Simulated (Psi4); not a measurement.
BeCl$_{2}$ (SMILES [Cl][Be][Cl]), singlet, geometry from GFN2-xTB (such geometries of metal compounds can be far from the true shape). Base run: HF/6-31G** run with Psi4 1.11.

Psi4 was given this input:
```
memory 2 GB

molecule mol {
0 1
  Be    0.000000    0.000000    0.000000
  Cl    0.000000    0.000000    1.762966
  Cl   -0.000000   -0.000000   -1.762966
}

set basis 6-31g**
set reference rhf
set stability_analysis check
set scf_type pk

energy('scf')
print_variables()
```

The bond that is stretched is that between atoms 3 and 1. A test that says stable can miss a lower solution.

The base run was repeated with changes; each row names its change, and settings that it needs were set with it.

```json
[
 {"change": "base", "ΔE vs base (kcal/mol)": "0.000", "<S^2>": "0.000"},
 {"change": "stability_analysis = follow; reference = uhf", "ΔE vs base (kcal/mol)": "0.000", "<S^2>": "0.000"},
 {"change": "bond × 1.25", "ΔE vs base (kcal/mol)": "21.68", "<S^2>": "0.000"},
 {"change": "stability_analysis = follow; reference = uhf; bond × 1.25", "ΔE vs base (kcal/mol)": "21.68", "<S^2>": "0.000"},
 {"change": "bond × 1.5", "ΔE vs base (kcal/mol)": "60.02", "<S^2>": "0.000"},
 {"change": "stability_analysis = follow; reference = uhf; bond × 1.5", "ΔE vs base (kcal/mol)": "60.02", "<S^2>": "0.000"},
 {"change": "bond × 1.8", "ΔE vs base (kcal/mol)": "98.0", "<S^2>": "0.000"},
 {"change": "stability_analysis = follow; reference = uhf; bond × 1.8", "ΔE vs base (kcal/mol)": "90.8", "<S^2>": "0.644"},
 {"change": "bond × 2.2", "ΔE vs base (kcal/mol)": "133.7", "<S^2>": "0.000"},
 {"change": "stability_analysis = follow; reference = uhf; bond × 2.2", "ΔE vs base (kcal/mol)": "100.2", "<S^2>": "0.957"},
 {"change": "bond × 3.0", "ΔE vs base (kcal/mol)": "172.1", "<S^2>": "0.000"},
 {"change": "stability_analysis = follow; reference = uhf; bond × 3.0", "ΔE vs base (kcal/mol)": "102.1", "<S^2>": "1.006"}
]
```

Psi4 reported an instability in these rows: stability_analysis = follow; reference = uhf; bond × 1.8; stability_analysis = follow; reference = uhf; bond × 2.2; stability_analysis = follow; reference = uhf; bond × 3.0 (restricted rows aren't judged here).

Where a bond breaks into two radicals, a solution with restricted orbitals usually stops being the lowest and lies too high; an unrestricted one lies lower at the price of spin contamination, which <S^2> shows.
